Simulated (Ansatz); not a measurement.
A displaced shape of doublet ScO:

```json
{"atom": "Sc", "x (Å)": "-0.0221", "y (Å)": "0.0389", "z (Å)": "-0.4744"}
{"atom": "O", "x (Å)": "-0.0364", "y (Å)": "-0.0078", "z (Å)": "1.1530"}
```

It was optimised with HF/def2-SVP in Ansatz (development build ahead of 0.2.0) to forces under 0.001 eV/Å, with unrestricted orbitals. Each step stands on the lowest determinant of that kind that the program's search found.

(1) What shape does it relax to, and how does the optimisation go?

Results:

(1)

```xyz
2

Sc   -0.0220    0.0391   -0.4820
O    -0.0365   -0.0080    1.1607
```

Bond lengths: Sc1–O2 1.643 Å.

```
step  E − E(start) (eV)  largest force (eV/Å)
   1             0.0000                0.8420
   2            -0.0058                0.2493
   3            -0.0064                0.0030
   4            -0.0064                0.0000
```

The optimisation ended after 4 steps with its threshold met.
